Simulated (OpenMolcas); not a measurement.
**Ti3+: moving the ligands**

Ti3+ with 2 ligands (sulfide) in linear coordination (D∞h) at 2.19 Å. A charge of +0.5 e stands 2.4 Å behind each ligand. Ligand basis ANO-RCC-VDZP.
```
Ti    0.0000    0.0000    0.0000
S     0.0000    0.0000    2.1900
S     0.0000    0.0000   -2.1900
```

```yaml
Program: OpenMolcas
Method: CASSCF
Basis: ANO-RCC-VDZP [5s4p2d1f]
Scalar_Hamiltonian: DKH2, point nucleus
Active_space: 1 electron in 5 orbitals (3d)
State_averaging: 2S+1 = 2 even, 5 roots
Spin-orbit_coupling: state interaction with AMFI integrals over the reference wave functions
```

Runs around this geometry, states (labels by Λ). Energies in cm-1 above the lowest state or level, χT in cm3 K/mol.

| R (Å) | Ground state | First state of that spin | First gap with spin-orbit (degeneracies) | χT at 300 K |
| --- | --- | --- | --- | --- |
| 2.11 | 2Δ | 2Σ 7401 | 248.1 (2, 2) | 0.585 |
| 2.19 | 2Δ | 2Σ 8245 | 253.4 (2, 2) | 0.580 |
| 2.34 | 2Δ | 2Σ 8962 | 261.1 (2, 2) | 0.573 |

The sulfide ions are held by bare point charges, a crude embedding. Ligand-to-metal charge-transfer states are missing. The least metal-like active orbital is 68 % on the metal (Löwdin) and no ligand orbital is active, so the numbers are rough (holds for R = 2.11). The least metal-like active orbital is 73 % on the metal (Löwdin) and no ligand orbital is active, so the numbers are rough (holds for R = 2.19). The least metal-like active orbital is 79 % on the metal (Löwdin) and no ligand orbital is active, so the numbers are rough (holds for R = 2.34). No measured value stands beside these numbers; the geometry was imposed, not optimised, and the real ion may take another.
